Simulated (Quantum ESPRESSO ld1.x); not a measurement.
The numbers below are computed, except where a source is named.
Question: These are the eigenvalues of the occupied orbitals of an atom or ion with whole-number occupations (hartree). Code: ld1.x of Quantum ESPRESSO 7.5. Model: Dirac Kohn-Sham, PW91, spin-unpolarised, spherical densities, point nucleus.

1s1/2: -421.277
2s1/2: -86.1093
2p1/2: -81.8805
2p3/2: -80.7470

Which element is it, and in what charge state? The configuration may be excited. Open shells, if any, fill j = l - 1/2 first.

Answer: Z = 31, gallium, charge +23: Ga23+ in [He] 2s2 2p4. The list shows which subshells hold electrons but not how many an open one holds; the 1s level, -421.28 hartree, gives Z - s = 29.0 by -(Z - s)^2/2, which with screening and relativity narrows Z to a few neighbours, and the depths of the outer levels then fix element, charge and occupations together.
